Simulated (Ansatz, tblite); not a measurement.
Cost and result up the ladder for NiCl₂ (3 atoms). Charge 0, multiplicity 3. Geometry: PBE-D4/def2-TZVP.

```xyz
3

Ni    0.000    0.000    0.000
Cl   -1.786   -0.967   -0.293
Cl    1.786    0.967    0.293
```

Ansatz on 2 threads of AMD EPYC 7R43 on a shared host; xTB runs through tblite on one thread. Times are rough, summed over both states, and most runs start from the orbitals of an earlier one. PBE0-D4/def2-TZVP serves as the yardstick here, not as an exact answer. The other state is a quartet, and no other spin of it was run.

The xTB rows come from tblite.

At PBE0-D4/def2-TZVP the highest occupied level of the triplet has α spin (-9.28 eV), and emptying it gives a doublet, which wasn't run; the ionisation energy to the quartet shown is then probably not the lowest one.

Raw xTB energies of ions are shifted by several eV, and xTB has no spin-polarisation term.

| level | functions | vertical IE (eV) | difference from PBE0-D4/def2-TZVP (eV) |
| --- | --- | --- | --- |
| GFN2-xTB | 27 | 14.64 | 3.60 |
| GFN1-xTB | 27 | 15.79 | 4.75 |
| PBE0-D4/def2-TZVP (with forces) | 119 | 11.04 | 0.00 |
| PBE-D4/def2-TZVP (with forces) | 119 | 10.34 | -0.70 |
| r2SCAN-D4/def2-TZVP | 119 | 10.74 | -0.30 |

(1) Estimate how long each takes.

Answers

(1) GFN2-xTB 0.012 s; GFN1-xTB 0.015 s; PBE-D4/def2-TZVP (with forces) 18 s; r2SCAN-D4/def2-TZVP 98 s; PBE0-D4/def2-TZVP (with forces) 3 min. On shared hardware such times vary by a factor of up to 3.
